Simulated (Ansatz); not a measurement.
Mulliken charges of `[CH3][Mo](=[O])(=[O])[Cl]` from B3LYP/def2-TZVPP in Ansatz (PBE0-D4/def2-TZVP geometry).

```json
{"atom": "C1", "x (Å)": "-0.975", "y (Å)": "-0.159", "z (Å)": "0.503", "charge (e)": "-0.436"}
{"atom": "Mo2", "x (Å)": "0.898", "y (Å)": "0.047", "z (Å)": "-0.402", "charge (e)": "1.320"}
{"atom": "O3", "x (Å)": "1.993", "y (Å)": "0.180", "z (Å)": "0.850", "charge (e)": "-0.485"}
{"atom": "O4", "x (Å)": "1.175", "y (Å)": "-1.394", "z (Å)": "-1.199", "charge (e)": "-0.485"}
{"atom": "Cl5", "x (Å)": "0.901", "y (Å)": "1.833", "z (Å)": "-1.776", "charge (e)": "-0.297"}
{"atom": "H6", "x (Å)": "-1.725", "y (Å)": "-0.294", "z (Å)": "-0.281", "charge (e)": "0.125"}
{"atom": "H7", "x (Å)": "-0.992", "y (Å)": "-1.020", "z (Å)": "1.173", "charge (e)": "0.133"}
{"atom": "H8", "x (Å)": "-1.184", "y (Å)": "0.750", "z (Å)": "1.075", "charge (e)": "0.125"}
```

Question: By hand: the dipole of these point charges (1 e Å = 4.8032 D).

Answer: Σ q r = (-0.689, 0.097, 0.202) e Å, of length 0.725 e Å = 3.48 D.

Question: How does the dipole of the full density compare? (Estimate.)

Answer: The calculation gave: (-0.507, 0.151, 0.086) e Å, 2.57 D; the point charges give 1.35 times that, at 11° from its direction.

Point charges leave out the atoms' own dipoles, such as those of lone pairs, and Mulliken's split depends on the basis, so the two needn't agree.

B3LYP here is the variant with VWN-RPA as its local correlation; programs differ in this.
